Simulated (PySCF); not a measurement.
# Basis set benchmark on one molecule

Molecule: `InChI=1S/C6H4N2/c7-5-6-3-1-2-4-8-6/h1-4H`.

Geometry:
| atom | x (Å) | y (Å) | z (Å) |
| --- | --- | --- | --- |
| N1 | 3.558 | -0.535 | -0.105 |
| C2 | 2.407 | -0.418 | -0.065 |
| C3 | 0.977 | -0.230 | -0.012 |
| C4 | 0.459 | 1.062 | 0.145 |
| C5 | -0.923 | 1.208 | 0.193 |
| C6 | -1.720 | 0.072 | 0.083 |
| C7 | -1.096 | -1.168 | -0.071 |
| N8 | 0.220 | -1.324 | -0.119 |
| H9 | 1.131 | 1.917 | 0.227 |
| H10 | -1.371 | 2.197 | 0.314 |
| H11 | -2.809 | 0.139 | 0.115 |
| H12 | -1.695 | -2.081 | -0.160 |

Geometry PBE0-D3(BJ)/def2-SVP throughout; GIAO in PySCF, gas phase, one conformer, non-relativistic; equivalent atoms averaged; functional PBE0.

Reference values (estimated from measurements, as parent shift plus tabulated substituent increments; solution, not stated per compound (mostly CDCl3 or CCl4); Pretsch, Buehlmann, Badertscher, Structure Determination of Organic Compounds, 4th ed. (2009)): δ(C3) = 134.0 ppm, δ(C4) = 128.5 ppm, δ(C5) = 137.0 ppm, δ(C6) = 126.9 ppm, δ(C7) = 151.2 ppm, δ(H9) = 7.77 ppm, δ(H10) = 7.88 ppm, δ(H11) = 7.60 ppm. Computed shifts are taken against TMS, calculated as an isolated molecule at each level.

Question: How do the basis sets STO-3G, pcSseg-0, 6-31G, 6-31G*, cc-pVDZ, def2-SVP, pcSseg-1, aug-cc-pVDZ, 6-311+G(2d,p), def2-TZVP, cc-pVTZ, IGLO-III perform against the reference? Times are CPU seconds on shared hosts with different chips, so compare them loosely.

Answer: 
| basis set | functions | C3 | C4 | C5 | C6 | C7 | H9 | H10 | H11 | mean abs. error C | mean abs. error H | core-s |
| --- | --- | --- | --- | --- | --- | --- | --- | --- | --- | --- | --- | --- |
| STO-3G | 44 | 111.6 | 112.7 | 113.9 | 108.0 | 121.8 | 7.82 | 7.62 | 7.43 | 21.9 | 0.16 | 3.7 |
| pcSseg-0 | 80 | 148.9 | 141.3 | 145.8 | 135.7 | 163.6 | 7.81 | 7.73 | 7.40 | 11.5 | 0.13 | 5.4 |
| 6-31G | 80 | 133.0 | 126.9 | 130.8 | 122.2 | 145.8 | 7.91 | 7.81 | 7.56 | 3.8 | 0.08 | 7.3 |
| 6-31G* | 120 | 130.3 | 124.5 | 129.6 | 119.9 | 144.4 | 7.46 | 7.60 | 7.21 | 5.8 | 0.33 | 11 |
| cc-pVDZ | 132 | 136.3 | 129.7 | 134.9 | 125.7 | 149.4 | 7.51 | 7.63 | 7.20 | 1.7 | 0.30 | 12 |
| def2-SVP | 132 | 134.4 | 128.4 | 133.7 | 123.7 | 148.1 | 7.49 | 7.56 | 7.13 | 2.0 | 0.36 | 11 |
| pcSseg-1 | 156 | 139.7 | 135.2 | 141.8 | 130.7 | 156.2 | 7.65 | 7.84 | 7.37 | 5.2 | 0.13 | 24 |
| aug-cc-pVDZ | 220 | 135.3 | 128.3 | 134.3 | 124.6 | 150.1 | 7.88 | 7.96 | 7.58 | 1.5 | 0.07 | 27 |
| 6-311+G(2d,p) | 240 | 139.5 | 133.2 | 139.7 | 128.7 | 154.5 | 7.83 | 7.88 | 7.52 | 3.6 | 0.05 | 32 |
| def2-TZVP | 272 | 141.4 | 134.8 | 141.4 | 130.3 | 156.0 | 7.80 | 7.87 | 7.48 | 5.3 | 0.05 | 37 |
| cc-pVTZ | 296 | 140.2 | 133.8 | 140.4 | 129.5 | 155.0 | 7.80 | 7.86 | 7.47 | 4.3 | 0.06 | 44 |
| IGLO-III | 320 | 144.3 | 138.0 | 144.6 | 133.4 | 159.6 | 7.81 | 7.88 | 7.50 | 8.5 | 0.05 | 47 |

For ¹³C the closest is aug-cc-pVDZ (1.5 ppm, with cc-pVDZ practically level) and the furthest STO-3G (21.9 ppm).

For ¹H the closest is IGLO-III (0.05 ppm, with 6-311+G(2d,p), def2-TZVP, cc-pVTZ, aug-cc-pVDZ practically level) and the furthest def2-SVP (0.36 ppm). Where a smaller basis beats a larger one, errors probably cancel. One molecule is a small sample, and vibrational and solvent effects are absent from the calculation.

A small basis that lands close on one nucleus may do so by chance; judge by the trend and by all nuclei.
